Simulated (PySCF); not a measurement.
manganese atom (Mn), sextet. Base run: DF-R2SCAN/6-31G in PySCF.

Here is a job for PySCF.
```python
from pyscf import gto, scf, dft

mol = gto.Mole()
mol.atom = '''
    Mn    0.000000    0.000000    0.000000
'''
mol.basis = '6-31g'
mol.charge = 0
mol.spin = 5
mol.verbose = 4
mol.build()

mf = dft.UKS(mol)
mf.xc = 'r2scan'
mf = mf.density_fit(auxbasis='def2-universal-jkfit')
mf.kernel()
```

The base run was repeated with changes; each row names its change, and settings that it needs were set with it.

```
change               basis functions       E (Eh)  HOMO (eV)
-------------------  ---------------  -----------  ---------
base                              27  -1150.80033      -4.44
basis = pcseg-0                   24  -1148.51100      -4.62
basis = def2-SV(P)                24  -1150.79003      -4.46
basis = pc-1                      31  -1150.88976      -4.46
basis = def2-SVP                  31  -1150.79003      -4.46
basis = pcseg-1                   31  -1150.81055      -4.46
basis = def2-SVPD                 34  -1150.79030      -4.46
basis = cc-pVDZ                   43  -1150.96649      -4.50
basis = def2-TZVP                 45  -1150.94676      -4.52
basis = aug-cc-pVDZ               59  -1150.96663      -4.50
basis = cc-pVTZ                   68  -1150.97006      -4.51
basis = aug-cc-pVTZ               93  -1150.97009      -4.51
basis = def2-QZVPP               100  -1150.97104      -4.51
```

Totals compare only among sets that treat the same electrons; sets with core potentials leave the core out.

Open shells are given as the SCF converged; they aren't shown to be the lowest states, and a large step between rows can be another state.
